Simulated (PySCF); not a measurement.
Correlation energy of As²⁺ (arsenic, charge +2)

[Ar] 3d10 4s2 4p1, 2P determinant. All numbers are calculated (PySCF 2.14, scalar relativity through the core potential, in aug-cc-pVQZ-PP with ECP10MDF). Frozen: 3s2 3p6 3d10; 3 electrons correlated.

```tsv
level	correlation energy (mhartree)
CCSD	-56.01
(T)	-0.80
CCSD(T)	-56.81
```

Diagnostics: T1 = 0.0089, D1 = 0.0202, largest double amplitude 0.095.

Cost of the coupled-cluster step: about 6 core-seconds, for 3 correlated electrons.
